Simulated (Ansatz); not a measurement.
Born–Oppenheimer molecular dynamics of AsH$_{3}$Li (5 atoms, charge 1, multiplicity 1). It starts from a relaxed structure.

All numbers below come from Ansatz, UKS PBE/def2-SVP.

```yaml
ensemble: NVE (velocity Verlet)
time_step: 0.25 fs
steps_asked: 100
starting_velocities_drawn_for: 3000 K
seed: 612771
```

Frames 1.25 fs apart, positions in Å, forces in eV/Å.

Velocities at 10 fs (Å/ps):

```
Li 3.10 -3.67 31.47
As -0.56 0.35 -3.19
H 53.72 -2.69 3.91
H -16.89 -9.79 1.23
H -16.93 11.98 15.42
```

```xyz
5
Properties=species:S:1:pos:R:3:forces:R:3 time_fs=10 energy_less_start_eV=0.551 T=1580
Li -0.131 0.174 -1.230 -0.16 0.19 -1.53
As 0.106 -0.138 1.017 1.16 -0.47 3.36
H -1.331 -0.053 0.535 -0.11 0.25 -0.95
H 0.902 0.974 0.322 -0.54 0.45 -0.37
H 0.740 -1.155 0.081 -0.35 -0.42 -0.50
5
Properties=species:S:1:pos:R:3:forces:R:3 time_fs=11.25 energy_less_start_eV=0.675 T=1261
Li -0.128 0.170 -1.193 -0.19 0.22 -1.81
As 0.105 -0.138 1.014 1.93 -0.44 4.39
H -1.268 -0.054 0.532 -1.32 0.32 -1.31
H 0.878 0.966 0.321 -0.33 0.67 -0.48
H 0.717 -1.144 0.096 -0.09 -0.76 -0.79
5
Properties=species:S:1:pos:R:3:forces:R:3 time_fs=12.5 energy_less_start_eV=0.789 T=968
Li -0.124 0.166 -1.159 -0.22 0.25 -2.08
As 0.105 -0.137 1.011 2.46 -0.46 5.13
H -1.224 -0.051 0.509 -2.19 0.36 -1.56
H 0.848 0.967 0.312 -0.14 0.77 -0.54
H 0.693 -1.144 0.099 0.09 -0.92 -0.94
5
Properties=species:S:1:pos:R:3:forces:R:3 time_fs=13.75 energy_less_start_eV=0.778 T=994
Li -0.122 0.162 -1.130 -0.25 0.27 -2.35
As 0.106 -0.137 1.009 2.24 -0.51 5.20
H -1.211 -0.042 0.464 -2.11 0.33 -1.45
H 0.816 0.980 0.295 -0.03 0.70 -0.53
H 0.669 -1.158 0.088 0.13 -0.79 -0.88
5
Properties=species:S:1:pos:R:3:forces:R:3 time_fs=15 energy_less_start_eV=0.673 T=1264
Li -0.119 0.160 -1.106 -0.26 0.28 -2.60
As 0.106 -0.137 1.008 1.36 -0.54 4.54
H -1.229 -0.029 0.397 -1.18 0.21 -0.92
H 0.784 1.003 0.271 0.01 0.47 -0.40
H 0.647 -1.183 0.065 0.07 -0.42 -0.63
5
Properties=species:S:1:pos:R:3:forces:R:3 time_fs=16.25 energy_less_start_eV=0.617 T=1409
Li -0.118 0.157 -1.088 -0.26 0.29 -2.83
As 0.107 -0.137 1.009 0.38 -0.52 3.48
H -1.265 -0.012 0.317 -0.11 0.06 -0.19
H 0.752 1.033 0.240 0.01 0.13 -0.19
H 0.627 -1.214 0.032 -0.03 0.04 -0.27
5
Properties=species:S:1:pos:R:3:forces:R:3 time_fs=17.5 energy_less_start_eV=0.678 T=1253
Li -0.117 0.156 -1.075 -0.23 0.28 -3.02
As 0.108 -0.137 1.010 -0.33 -0.45 2.38
H -1.302 0.005 0.234 0.65 -0.08 0.49
H 0.720 1.065 0.207 0.01 -0.21 0.07
H 0.606 -1.245 -0.005 -0.10 0.46 0.08
5
Properties=species:S:1:pos:R:3:forces:R:3 time_fs=18.75 energy_less_start_eV=0.814 T=900
Li -0.116 0.155 -1.070 -0.19 0.27 -3.15
As 0.110 -0.137 1.011 -0.76 -0.35 1.45
H -1.331 0.022 0.158 1.03 -0.18 1.02
H 0.688 1.094 0.175 0.03 -0.49 0.32
H 0.584 -1.269 -0.041 -0.11 0.75 0.36
5
Properties=species:S:1:pos:R:3:forces:R:3 time_fs=20 energy_less_start_eV=0.949 T=553
Li -0.116 0.155 -1.071 -0.13 0.24 -3.21
As 0.111 -0.138 1.013 -1.01 -0.23 0.73
H -1.344 0.035 0.097 1.14 -0.26 1.39
H 0.657 1.116 0.148 0.09 -0.66 0.52
H 0.560 -1.282 -0.071 -0.08 0.91 0.56
5
Properties=species:S:1:pos:R:3:forces:R:3 time_fs=21.25 energy_less_start_eV=1.018 T=375
Li -0.116 0.155 -1.079 -0.08 0.22 -3.18
As 0.111 -0.138 1.014 -1.16 -0.12 0.23
H -1.340 0.045 0.057 1.08 -0.30 1.62
H 0.627 1.128 0.128 0.17 -0.73 0.66
H 0.534 -1.281 -0.093 -0.01 0.93 0.67
5
Properties=species:S:1:pos:R:3:forces:R:3 time_fs=22.5 energy_less_start_eV=0.991 T=445
Li -0.116 0.155 -1.094 -0.04 0.21 -3.07
As 0.112 -0.138 1.016 -1.24 -0.03 -0.04
H -1.320 0.051 0.041 0.92 -0.32 1.73
H 0.600 1.129 0.118 0.27 -0.70 0.71
H 0.509 -1.267 -0.106 0.09 0.83 0.68
5
Properties=species:S:1:pos:R:3:forces:R:3 time_fs=23.75 energy_less_start_eV=0.872 T=752
Li -0.116 0.157 -1.115 -0.03 0.20 -2.86
As 0.112 -0.139 1.018 -1.25 0.05 -0.06
H -1.287 0.052 0.050 0.67 -0.30 1.68
H 0.577 1.120 0.119 0.38 -0.56 0.66
H 0.485 -1.240 -0.108 0.23 0.61 0.58
```

Of the whole run (25 fs, mean temperature of the second half 901 K): The conserved energy stayed within 0.13 meV per atom of its start (net change 0.052 meV per atom), so the integration is sound. A run of 0.025 ps of so small a system gives no equilibrium averages.

Time of the run: 4.7 min on 1 thread of Intel(R) Xeon(R) Platinum 8259CL CPU @ 2.50GHz (Skylake/Cascade Lake), with other jobs on the host, peak memory 0.13 GiB.
